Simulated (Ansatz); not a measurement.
How basis sets differ on CH6ClSbSi (SMILES [CH3][Sb]([SiH3])[Cl])

CH6ClSbSi: 10 atoms, total charge 0, spin state singlet. As SMILES, `[CH3][Sb]([SiH3])[Cl]`. Geometry: relaxed at PBE0-D4/def2-TZVP.

Each level gives the HOMO–LUMO gap (eV). The values are calculated.

```json
{"level": "HF/STO-3G", "kind": "Hartree–Fock", "program": "Ansatz", "value (eV)": "12.63", "CPU time": "3.4 s"}
{"level": "HF/3-21G", "kind": "Hartree–Fock", "program": "Ansatz", "value (eV)": "10.62", "CPU time": "5.7 s"}
{"level": "HF/def2-SVP (core potential)", "kind": "Hartree–Fock", "program": "Ansatz", "value (eV)": "10.95", "CPU time": "12 s"}
{"level": "HF/def2-SVPD (core potential)", "kind": "Hartree–Fock", "program": "Ansatz", "value (eV)": "10.51", "CPU time": "24 s"}
```

All-electron rows without a relativistic Hamiltonian named are non-relativistic, while core potentials hold scalar relativity, so basis and relativity change together. The values span 10.51 to 12.63 eV. A Hartree–Fock LUMO above zero doesn't converge with the basis: it sinks as sets grow more diffuse. Orbital gaps aren't excitation energies. CPU times are rough (shared hosts, several kinds of processor): they show what a rung costs within a factor of a few.
